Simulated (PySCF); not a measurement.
Electronic structure of Nb²⁺ (niobium, charge +2) at the PBE level

Configuration: [Kr] 4d3, high-spin 4F determinant. All numbers are calculated (PySCF 2.14, scalar relativity by spin-free X2C-1e, in aug-cc-pwCVTZ-DK (11s10p8d4f3g, 136 functions)).

| Property | Result |
| --- | --- |
| Total energy | -3818.08 hartree |
| One-electron energy | -5244.11 hartree |
| Hartree (Coulomb) energy | 1545.10 hartree |
| Exchange-correlation energy | -119.07 hartree |
| ⟨S²⟩ | 3.7509 |
| ⟨L²⟩ | 12.007 |
| Sum of ⟨r⟩ | 24.68 bohr |
| Sum of ⟨r²⟩ | 30.87 bohr² |
| Langevin diamagnetic susceptibility | -24.4 ×10⁻⁶ cm³/mol |

```tsv
shell	electrons	mean orbital energy (eV)	spread (eV)	rms radius, mean of both spins (bohr)
1s β	1	-18798.3	0	0.0415
1s α	1	-18798.3	0	0.0415
2s α	1	-2645.5	0	0.171
2s β	1	-2645.2	0	0.171
2p α	3	-2364.9	0	0.152
2p β	3	-2364.7	0	0.152
3s α	1	-456.04	0	0.474
3s β	1	-455.89	0	0.474
3p α	3	-364.19	0	0.481
3p β	3	-364.02	0	0.481
3d α	5	-213.83	0.022	0.476
3d β	5	-213.56	0.210	0.476
4s α	1	-76.425	0	1.23
4s β	1	-74.715	0	1.23
4p α	3	-52.546	0	1.38
4p β	3	-50.605	0	1.38
4d α	3	-20.194	0	2.01
```

Densities and radii are taken from the X2C orbitals without a picture-change correction, which distorts them close to the nucleus.
